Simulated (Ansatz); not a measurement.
The cluster Li4Br3⁺. Total charge 1; singlet. Geometry r2SCAN-D4/def2-SVP, basis def2-TZVP, Ansatz.

```csv
atom,x (Å),y (Å),z (Å)
Li1,1.1675,1.3451,0.8342
Li2,-1.1789,-1.3893,-0.2239
Li3,-1.6754,-0.0902,4.0039
Li4,0.9871,0.1205,-2.7741
Br5,-0.7138,-1.5025,-2.4618
Br6,2.0550,1.6063,-1.2596
Br7,-0.6415,-0.0900,1.8813
```

| run | HOMO (eV) | LUMO (eV) |
| --- | --- | --- |
| A | -13.34 | -3.79 |
| B | -10.52 | -5.18 |
| C | -9.57 | -4.79 |
| D | -9.58 | -5.47 |
| E | -9.28 | -5.74 |

Another isomer (singlet) lies 0.90 eV lower at PBE0-D4/def2-TZVP; other spin states weren't run for this one.

The runs used B97M-V, HF, PBE, PBE0, r2SCAN. Estimate which is which.

A HF (100 % exact exchange); B PBE0 (25 % exact exchange); C r2SCAN (0 % exact exchange); D B97M-V (0 % exact exchange); E PBE (0 % exact exchange). Exact exchange lowers occupied and raises empty levels; among semilocal functionals meta-GGAs tend to open the gap a little, and such runs are hard to tell apart. The gap grows from 3.54 eV (PBE) to 9.55 eV (HF).
